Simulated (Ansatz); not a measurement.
CH₅BSSeSi, SMILES `BC(=[Se])[SiH2]S`, 10 atoms. The species carries charge 0 and has multiplicity 1. Correlated methods include outer-core shells of Se, which these sets cover unevenly. Scalar relativity is left out up to krypton. All runs use 4 threads of a server CPU on a shared host. Correlated methods freeze the cores.

(1) How many basis functions does each run have, and how long does it take in Ansatz? RKS ωB97M-V/def2-QZVPP energy; RKS PBE0-D4/def2-TZVP frequencies; RKS PBE0-D4/def2-SVP energy; RKS B2PLYP (frozen core)/def2-TZVPP energy; RKS PBE0-D4/def2-QZVPP energy; RKS r2SCAN0-D4/def2-TZVPP energy; RKS BLYP-D4/def2-TZVPP energy; RKS ωB97M-V/def2-SVP energy; RHF-CCSD(T)/def2-TZVPP energy; RKS PBE0-D4/def2-TZVP relaxation (25 steps); RHF-CCSD(T)/def2-SVP energy; RKS ωB97M-V/def2-TZVPP energy and forces. (Best estimate.)

## Answers

(1) The calculation gave: Other jobs shared the machine, so times are rough.

```
                              level                    job  functions  wall time  peak host memory (GiB)
               RKS PBE0-D4/def2-SVP                 energy        121      1.6 s                    0.29
             RKS BLYP-D4/def2-TZVPP                 energy        264      3.2 s                    0.42
               RKS ωB97M-V/def2-SVP                 energy        121      7.5 s                    0.43
          RKS r2SCAN0-D4/def2-TZVPP                 energy        264        8 s                    0.92
RKS B2PLYP (frozen core)/def2-TZVPP                 energy        264       10 s                     0.8
               RHF-CCSD(T)/def2-SVP                 energy        121       11 s                    0.62
             RKS PBE0-D4/def2-QZVPP                 energy        493       14 s                     2.4
             RKS ωB97M-V/def2-TZVPP      energy and forces        264       19 s                     1.2
             RKS ωB97M-V/def2-QZVPP                 energy        493       33 s                     2.8
              RKS PBE0-D4/def2-TZVP  relaxation (25 steps)        214    2.3 min                    0.73
              RKS PBE0-D4/def2-TZVP            frequencies        214    3.7 min                    0.72
             RHF-CCSD(T)/def2-TZVPP                 energy        264    4.8 min                     6.1
```
